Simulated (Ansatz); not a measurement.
Two members of one family (Cyclo-(X2SiSe)n), computed with Ansatz in the gas phase. The two geometries come from different levels. Binding counts from free atoms in the multiplicity of their measured ground term, without zero-point energy. The structures are stationary points that may keep the symmetry of their start.

First: cyclo-(H2SiSe)2 (singlet, charge 0, PBE0-D4/def2-SVP geometry).

Cartesian coordinates in Å:
```
Si -0.693 -0.926 0.916
H -1.749 -0.547 1.897
H -0.454 -2.395 1.013
Se 1.233 0.279 1.216
Si 0.693 0.926 -0.916
H 0.452 2.395 -1.010
H 1.750 0.550 -1.898
Se -1.232 -0.282 -1.218
```

| level | HOMO (eV) | LUMO (eV) | gap (eV) | binding per atom (eV) |
| --- | --- | --- | --- | --- |
| PBE-D4/def2-SVP | -6.05 | -1.85 | 4.20 | 3.09 |
| PBE-D4/def2-TZVP | -6.15 | -2.06 | 4.09 | 3.11 |
| r2SCAN-D4/def2-TZVP | -6.44 | -1.81 | 4.63 | 3.13 |
| B3LYP-D4/6-31G | -6.95 | -1.77 | 5.18 | 2.64 |
| PBE0-D4/def2-SVP | -7.23 | -1.04 | 6.19 | 3.06 |

Second: cyclo-(F2SiSe)3 (singlet, charge 0, PBE-D4/def2-SVP geometry).

```tsv
atom	x (Å)	y (Å)	z (Å)
Si1	-0.697	1.529	0.996
F2	-1.276	2.945	1.537
F3	-0.565	0.507	2.249
Se4	1.364	2.010	0.149
Si5	1.920	-0.146	-0.334
F6	3.450	-0.081	-0.869
F7	1.876	-1.053	1.010
Se8	0.745	-1.156	-2.006
Si9	-1.238	-1.228	-0.884
F10	-2.250	-2.034	-1.861
F11	-1.071	-2.062	0.497
Se12	-2.258	0.770	-0.482
```

**Question.** Estimate the same table for the second.

**Answer.** 
```csv
level,HOMO (eV),LUMO (eV),gap (eV),binding per atom (eV)
PBE-D4/def2-SVP,-6.85,-2.41,4.44,4.48
PBE-D4/def2-TZVP,-6.94,-2.73,4.21,4.53
r2SCAN-D4/def2-TZVP,-7.27,-2.54,4.73,4.46
B3LYP-D4/6-31G,-8.39,-2.67,5.72,3.45
PBE0-D4/def2-SVP,-8.15,-1.76,6.39,4.29
```
